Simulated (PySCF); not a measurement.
# GdH3(NH3) at several levels of theory

Computed with PySCF 2.14.0 (density fitting, no spin-orbit coupling) at the geometry relaxed with PBE0:

```xyz
8
GdH3(NH3) (singlet in the valence; each metal's 4f electrons, 7 of them, lie in its core potential, out of spins and levels)
Gd    0.2366   -0.2366    0.2366
H     1.2156    1.2835    1.2156
H    -1.2835   -1.2156    1.2156
H     1.2156   -1.2156   -1.2835
N    -1.2193    1.2193   -1.2193
H    -1.8303    1.8303   -0.6724
H    -0.6724    1.8303   -1.8303
H    -1.8303    0.6724   -1.8303
```

```tsv
level	basis	state	HOMO (eV)	gap (eV)	charge on Gd1 (e)	population of f-type functions on Gd1 (polarisation alone where 4f lies in the core)	dipole about the centre of mass (D)	largest force component (eV/Å)
PBE0	Gd lcecp-1-SVP with ECP53, H def2-SVP, N def2-SVP	singlet	-6.21	5.70	0.63	0.02	5.68	0.00
B3LYP	the same	singlet	-6.04	5.26	0.57	0.02	5.70	0.06
PBE0	Gd lcecp-1-TZVP with ECP53, H def2-TZVP, N def2-TZVP	singlet	-6.25	5.55	0.83	0.03	5.56	0.22
```

In the lcecp rows the 4f levels are missing from HOMO and gap, and the state counts the valence alone.

Charges are Mulliken's, which hang on the basis. The relaxation used the grid (50, 194), these runs (75, 302) or, all-electron (x2c bases, spin-free X2C Hamiltonian), (99, 590).

Problem. What does BP86 with Gd lcecp-1-SVP with ECP53, H def2-SVP, N def2-SVP give here?

Solution. state singlet, HOMO (eV) -5.13, gap (eV) 3.59, charge on Gd1 (e) 0.47, population of f-type functions on Gd1 (polarisation alone where 4f lies in the core) 0.02, dipole about the centre of mass (D) 5.66, largest force component (eV/Å) 0.26. Time: 4 s on 2 threads of Arm Neoverse V1, on a shared host, from an already converged density.

In the first row's basis the gap widens with exact exchange: 3.6 eV for BP86 (none); 5.3 to 5.7 eV for B3LYP, PBE0 (a fixed share).

An lcecp potential fixes the number of 4f electrons, so in runs with it no electron can move into or out of that shell.
